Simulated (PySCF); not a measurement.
## Fractional electron number in Ni²⁺ (nickel, charge +2)

The 3d beta orbital of [Ar] 3d8 is emptied in steps (occupation f), with all orbitals relaxed, ending at [Ar] 3d7. All numbers are calculated (PySCF 2.14, the non-relativistic Hamiltonian (point nucleus), in aug-pcseg-2 (7s5p4d3f2g, 81 functions)). The exact energy is a straight line in f; departures are measured from the line between the end points of the same method.

| f | BHandHLYP (eV) | wB97X (eV) | CAM-B3LYP (eV) |
| --- | --- | --- | --- |
| 1 | 0.000 | 0.000 | 0.000 |
| 0.9 | -0.236 | -0.284 | -0.384 |
| 0.7 | -0.563 | -0.673 | -0.906 |
| 0.5 | -0.683 | -0.811 | -1.091 |
| 0.3 | -0.584 | -0.689 | -0.927 |
| 0.1 | -0.255 | -0.298 | -0.401 |
| 0 | 0.000 | 0.000 | 0.000 |

```json
{"method": "BHandHLYP", "E(f=0) − E(f=1) (eV)": "35.512", "−ε at f=1 (eV)": "32.913", "−ε at f=0.5 (eV)": "35.449"}
{"method": "wB97X", "E(f=0) − E(f=1) (eV)": "35.855", "−ε at f=1 (eV)": "32.719", "−ε at f=0.5 (eV)": "35.807"}
{"method": "CAM-B3LYP", "E(f=0) − E(f=1) (eV)": "36.224", "−ε at f=1 (eV)": "31.990", "−ε at f=0.5 (eV)": "36.162"}
```

Orbital energy along the path (eV):

```json
{"f": "1", "BHandHLYP": "-32.913", "wB97X": "-32.719", "CAM-B3LYP": "-31.990"}
{"f": "0.9", "BHandHLYP": "-33.385", "wB97X": "-33.305", "CAM-B3LYP": "-32.791"}
{"f": "0.7", "BHandHLYP": "-34.385", "wB97X": "-34.528", "CAM-B3LYP": "-34.445"}
{"f": "0.5", "BHandHLYP": "-35.449", "wB97X": "-35.807", "CAM-B3LYP": "-36.162"}
{"f": "0.3", "BHandHLYP": "-36.572", "wB97X": "-37.132", "CAM-B3LYP": "-37.939"}
{"f": "0.1", "BHandHLYP": "-37.755", "wB97X": "-38.493", "CAM-B3LYP": "-39.771"}
{"f": "0", "BHandHLYP": "-38.373", "wB97X": "-39.171", "CAM-B3LYP": "-40.709"}
```

Reference removal energy between the ground levels: 35.187 ± 0.019 eV (measured; NIST Atomic Spectra Database, ionization energies). The calculation has no spin-orbit coupling. The determinant left behind need not be the lowest term of the ion.
